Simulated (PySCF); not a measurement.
ClFH2O2Sn. Atoms are numbered in the order given.

```xyz
7

O      0.4149     1.9605     0.4125
Sn    -0.1397     0.1125     0.1234
O     -1.9806     0.0970    -0.5441
F     -0.1478    -0.8711     1.7792
Cl     1.3875    -0.9413    -1.2546
H     -0.3466     2.5194     0.6182
H     -2.4017    -0.7636    -0.4196
```
Charge 0, spin multiplicity 1.

Geometry optimised at PBE0-D3(BJ)/def2-SVP. The structure was generated by enumeration; whether it is a known compound was not checked. The def2 effective core potentials stand for the cores of Sn; spin–orbit coupling is left out. The values are those of a single conformer.

Level of theory: TDA-CAM-B3LYP/def2-SVPD (PySCF).

Vertical excitations. 

```tsv
state	energy (eV)	λ (nm)	f	main pairs
S1	5.72	217	0.017	HOMO→LUMO 82 %
S2	5.73	216	0.007	HOMO−1→LUMO 65 %, HOMO−2→LUMO 22 %
S3	5.94	209	0.022	HOMO−2→LUMO 60 %, HOMO−1→LUMO 19 %
S4	6.14	202	0.078	HOMO−3→LUMO 81 %
S5	7.01	177	0.151	HOMO−4→LUMO 78 %
S6	7.17	173	0.150	HOMO−5→LUMO 77 %
S7	7.64	162	0.048	HOMO−6→LUMO 67 %, HOMO−8→LUMO 13 %
S8	7.76	160	0.031	HOMO−7→LUMO 79 %
S9	8.35	148	0.048	HOMO−8→LUMO 50 %, HOMO−6→LUMO 9 %, HOMO→LUMO+1 8 %
S10	8.60	144	0.008	HOMO−2→LUMO+1 36 %, HOMO−3→LUMO+2 18 %, HOMO→LUMO+2 12 %, HOMO→LUMO+1 8 %
T1	5.18	239	0	HOMO→LUMO 80 %
T2	5.23	237	0	HOMO−1→LUMO 78 %
T3	5.37	231	0	HOMO−2→LUMO 78 %
T4	5.47	227	0	HOMO−3→LUMO 79 %
```
Triplets are in the Tamm–Dancoff approximation.
